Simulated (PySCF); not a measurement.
SMILES c1ccc(Oc2ccccc2)cc1 (C₁₂H₁₀O), singlet, GFN2-xTB optimised geometry.

```
23

C      0.70     3.55     0.03
C      1.38     2.35     0.02
C      0.70     1.15     0.00
C     -0.69     1.15     0.00
O     -1.44     0.00    -0.08
C     -1.00    -1.16     0.50
C     -0.30    -1.18     1.70
C      0.05    -2.40     2.26
C     -0.30    -3.59     1.65
C     -1.02    -3.56     0.47
C     -1.37    -2.35    -0.11
C     -1.38     2.35     0.00
C     -0.69     3.55     0.02
H      1.24     4.48     0.05
H      2.46     2.34     0.02
H      1.24     0.21    -0.03
H     -0.04    -0.26     2.19
H      0.60    -2.41     3.19
H     -0.02    -4.53     2.09
H     -1.31    -4.48    -0.02
H     -1.93    -2.31    -1.03
H     -2.46     2.33    -0.02
H     -1.23     4.48     0.02
```

Density from B3LYP/def2-SVP in PySCF 2.14.0 at that geometry.

Minimum of the electron density along straight lines between bonded atoms, close to the bond critical point (lines longer than 1.1 times the sum of covalent radii, or with two minima, are not listed):

| bond | length / Å | ρ at the minimum / e bohr⁻³ | ∇²ρ there / e bohr⁻⁵ | position (fraction from the first atom) |
|---|---|---|---|---|
| C1–C2 | 1.384 | 0.314 | -0.81 | 0.50 |
| C2–C3 | 1.383 | 0.314 | -0.81 | 0.50 |
| C3–C4 | 1.391 | 0.312 | -0.81 | 0.48 |
| C4–O5 | 1.370 | 0.275 | -0.28 | 0.34 |
| O5–C6 | 1.370 | 0.275 | -0.28 | 0.67 |
| C6–C7 | 1.391 | 0.312 | -0.81 | 0.52 |
| C7–C8 | 1.383 | 0.314 | -0.81 | 0.50 |
| C8–C9 | 1.384 | 0.314 | -0.81 | 0.50 |
| C9–C10 | 1.385 | 0.314 | -0.81 | 0.50 |
| C6–C11 | 1.392 | 0.314 | -0.82 | 0.52 |
| C10–C11 | 1.382 | 0.315 | -0.81 | 0.50 |
| C4–C12 | 1.392 | 0.314 | -0.82 | 0.52 |
| C1–C13 | 1.385 | 0.314 | -0.81 | 0.50 |
| C12–C13 | 1.382 | 0.315 | -0.81 | 0.50 |
| C1–H14 | 1.079 | 0.284 | -1.08 | 0.63 |
| C2–H15 | 1.080 | 0.284 | -1.08 | 0.63 |
| C3–H16 | 1.080 | 0.284 | -1.08 | 0.63 |
| C7–H17 | 1.080 | 0.284 | -1.08 | 0.63 |
| C8–H18 | 1.080 | 0.284 | -1.08 | 0.63 |
| C9–H19 | 1.079 | 0.284 | -1.08 | 0.63 |
| C10–H20 | 1.080 | 0.284 | -1.09 | 0.63 |
| C11–H21 | 1.079 | 0.284 | -1.08 | 0.63 |
| C12–H22 | 1.079 | 0.284 | -1.08 | 0.63 |
| C13–H23 | 1.080 | 0.284 | -1.09 | 0.63 |
